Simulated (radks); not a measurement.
Question: The osmium ion Os72+, [He] 2s2. Method: non-relativistic Kohn-Sham, exchange-only B88, spin-polarised, spherical densities, point nucleus; computed with a radial shooting solver on a logarithmic mesh with Libxc functionals. Every spin shell is full or empty, so the densities are truly spherical. Functionals are evaluated on that one density, not self-consistently. Rank these orbital-free kinetic functionals by their error against the exact value of the orbitals, and give that value: Thomas-Fermi, TF + vW/9, TF + vW/5, APBEK, Thakkar, LKT, PG1, Ernzerhof.

Answer: Exact: 7101.36 hartree. From best to worst, with 100 (|E| - |E exact|)/|E exact| (equal figures are ties): Ernzerhof +0.15, Thakkar -1.54, APBEK -1.65, TF + vW/9 -1.75, TF + vW/5 +5.90, Thomas-Fermi -11.32, PG1 +40.50, LKT +47.52.
